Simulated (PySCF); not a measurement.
PySCF job for BiFCl₂, SMILES [F][Bi]([Cl])[Cl], PBE-D3(BJ)/def2-SVP. The structure is a stationary point at PBE-D3(BJ)/def2-SVP. The def2 effective core potentials stand for the cores of Bi; spin–orbit coupling is left out.

```python
import numpy as np
from pyscf import gto, scf, dft, df
from pyscf.hessian import thermo

mol = gto.M(
    atom='''
    Bi   -0.27430752   -0.31970826    0.00000000
    F     1.43073060   -1.46207231   -0.00000000
    Cl    0.29091026    1.16748343   -1.90121287
    Cl    0.29091026    1.16748343    1.90121286
    ''',
    basis='def2-SVP',
    ecp={'Bi': 'def2-svp'},
    charge=0,
    spin=0,
    max_memory=1600,
    verbose=3,
)
mf = dft.RKS(mol, xc='pbe').density_fit(auxbasis='def2-universal-jkfit')
mf.disp = 'd3bj'
mf.grids.level = 3
mf.conv_tol = 1e-11
mf.max_cycle = 100
mf.kernel()

# [left out here: the lines that compute and print the analytic Hessian (its translational invariance restored by hand, since the grid's response is missing), thermochemistry and intensities]
```

Program output:

```
converged SCF energy = -1234.17552962634

WARN: DFTD3 does not support analytical Hessian, using finite difference


WARN: Mole.unit (angstrom) is changed to Bohr

Mode                                 0                   1                   2
Irrep
Freq [cm^-1]                       95.4364            131.6394            135.9593
Reduced mass [au]                  37.4815             22.4771             25.9495
Force const [Dyne/A]                0.2011              0.2295              0.2826
Char temp [K]                     137.3118            189.3999            195.6152
Normal mode                   x     y     z       x     y     z       x     y     z
       0  Bi                -0.00 -0.02  0.00   -0.00 -0.00 -0.02   -0.03 -0.01  0.00
       1   F                -0.01 -0.04 -0.00    0.00  0.00  0.19    0.08  0.15 -0.00
       2  Cl                 0.01  0.07  0.08   -0.04  0.04 -0.01    0.06 -0.02  0.02
       3  Cl                 0.01  0.07 -0.08    0.04 -0.04 -0.01    0.06 -0.02 -0.02
Mode                                 3                   4                   5
Irrep
Freq [cm^-1]                      325.7279            334.9303            562.3763
Reduced mass [au]                  41.4153             39.9756             20.6208
Force const [Dyne/A]                2.5889              2.6421              3.8425
Char temp [K]                     468.6499            481.8901            809.1343
Normal mode                   x     y     z       x     y     z       x     y     z
       0  Bi                -0.00 -0.00  0.03    0.01  0.02  0.00    0.02 -0.01 -0.00
       1   F                 0.00  0.00 -0.01   -0.00 -0.01 -0.00   -0.18  0.12 -0.00
       2  Cl                 0.03  0.06 -0.08   -0.03 -0.07  0.08   -0.00 -0.00  0.00
       3  Cl                -0.03 -0.06 -0.08   -0.03 -0.07 -0.08   -0.00 -0.00 -0.00
temperature 298.1500 [K]
pressure 101325.00 [Pa]
Rotational constants [GHz] 2.31343 1.59660 1.21933
Symmetry number 1
Zero-point energy (ZPE) 0.00361 [Eh]   9486.803 [J/mol]
                           tot       elec      trans        rot        vib
Entropy [J/mol/K]       351.471      0.000    179.835    119.906     51.730
Cv [J/mol/K]             67.344      0.000     12.472     12.472     42.401
Cp [J/mol/K]             75.659      0.000     20.786     12.472     42.401
Internal energy [J/mol]                      3718.434   3718.434  17458.943
Internal energy [Eh]   -1234.16605  -1234.17553
Enthalpy [J/mol]                             6197.391   3718.434  17458.943
Enthalpy [Eh]          -1234.16510
Gibbs free energy [J/mol]                  -47420.394 -32031.517   2035.539
Gibbs free energy [Eh] -1234.20502
static polarisability / bohr^3: [[40.168  2.721 -0.   ]
 [ 2.722 55.418  0.   ]
 [ 0.     0.    72.374]]
largest difference of analytic and finite-field dipole derivatives / e: 0.001122064157402347
mode   freq/cm-1   IR/(km/mol)   Raman/(A^4/amu)   depolarisation
   1       95.44         1.351             4.966            0.722
   2      131.64         3.928             2.558            0.750
   3      135.96         7.131             2.538            0.663
   4      325.73        57.262             8.640            0.750
   5      334.93        24.388            16.920            0.129
   6      562.38        50.478             9.337            0.182
max |gradient| / (hartree/bohr): 0.00018155605299227884
APT charges: [ 1.5053 -0.5114 -0.4969 -0.4969]
```

The run converged.
